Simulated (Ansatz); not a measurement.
Stretching the Pb1–F2 bond in F2Pb (SMILES [F][Pb][F]) (multiplicity 1 held, fragments rigid). Energies count from the point at 2.056 Å.
Geometry at that point (charge 0, multiplicity 1):
```xyz
3

Pb     0.0296    -0.0189     0.2432
F      0.6454     1.4104    -1.0998
F     -0.9153    -1.2380    -1.1157
```

Signs of static correlation in def2-SVP, from Ansatz (a first-principles code) runs.

```tsv
R (Å)	T1 of restricted CCSD	⟨S²⟩ of UHF	largest double amplitude of restricted CCSD
1.644	0.018	0.000	0.066
1.850	0.019	0.000	0.062
2.056	0.022	0.000	0.055
2.261	0.024	0.000	0.053
2.467	0.027	0.000	[?]
2.775	0.034	0.000	0.091
3.083	0.043	0.830	0.125
3.597	[?]	0.972	0.250
4.111	0.135	1.010	0.557
4.728	0.213	1.011	1.165
5.550	0.272	1.011	1.834
6.578	0.274	1.011	1.978
```

Question: What belongs in the gaps?

Answer: 
- 2.467, largest double amplitude of restricted CCSD: 0.067
- 3.597, T1 of restricted CCSD: 0.075

Doubts at one or more of the structures used: a restricted determinant that unrestricted orbitals would lower (R-CCSD(T)/def2-SVP); T1 above 0.05 (R-CCSD(T)/def2-SVP, U-CCSD(T)/def2-SVP); other coupled-cluster roots lie near (R-CCSD(T)/def2-SVP); a spin-contaminated determinant (U-CCSD(T)/def2-SVP).
